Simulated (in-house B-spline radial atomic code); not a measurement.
Ag2+ is squeezed into an impenetrable sphere of radius R (the orbitals vanish at R). All numbers are computed (scalar-relativistic (X2C) Hartree-Fock, spin-polarised, averaged over the determinants with the given up and down occupations; Fermi nucleus of rms radius 4.5454 fm) with an all-electron radial atomic-structure program (B-spline basis), not measured.

Energies in eV above the free ion in [Kr] 4d9:

| R (bohr) | highest level (eV) | [Kr] 4d9 | [Kr] 4d8 4f1 | [Ar] 3d9 4s2 4p6 4d9 4f1 |
| --- | --- | --- | --- | --- |
| 8.7 | -35.4 | -2.577e-05 | 26.36 | 393.9 |
| 6.05 | -35.4 | 0.003458 | 29.01 | 396.6 |
| 5.22 | -35.4 | 0.03151 | 31.2 | 398.8 |
| 4.27 | -35.1 | 0.3636 | 35.7 | 403.4 |
| 3.55 | -34 | 2.218 | 42.55 | 410 |
| 3.1 | -32.1 | 6.866 | 51.46 | 418.4 |
| 2.7 | -28.2 | 19.19 | 68.6 | 434.5 |
| 2.3 | -19.3 | 56.56 | 112.1 | 475.9 |
| 1.95 | -1.58 | 156.5 | 218.5 | 579.3 |
| 1.21 | 177 | 1857 | 1918 | 2310 |

Does [Kr] 4d8 4f1 fall below [Kr] 4d9 under compression?

No, it stays above over the whole range.

Does [Ar] 3d9 4s2 4p6 4d9 4f1 fall below [Kr] 4d9 under compression?

No, it stays above over the whole range.

The highest level is first positive in the row R = 1.21 bohr, pushed up by confinement above the zero of the free ion's potential. Each configuration is held fixed and needn't be the lowest in the sphere.
